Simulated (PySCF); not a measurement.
A calculated (M06-2X, PySCF 2.14, x2c-TZVPPall with one added diffuse shell each of s, p, d, f type, the spin-free X2C one-electron Hamiltonian (Gaussian nucleus)) atom or ion has these occupied shells.

```csv
shell,electrons,orbital energy (eV),"rms radius, mean of both spins (bohr)"
1s α,1,-8990.2,0.0602
1s β,1,-8990.2,0.0602
2s α,1,-1143.5,0.255
2s β,1,-1141.5,0.255
2p α,3,-995.32,0.228
2p β,3,-993.63,0.228
3s α,1,-173.95,0.759
3s β,1,-171.05,0.759
3p α,3,-129.69,0.799
3p β,3,-125.81,0.799
3d α,5,-56.662,0.957
3d β,3,-54.179,0.957
```

Q: Name the element and its charge.

A: Cu³⁺ (copper, charge +3), in [Ar] 3d8, high-spin 3F determinant.
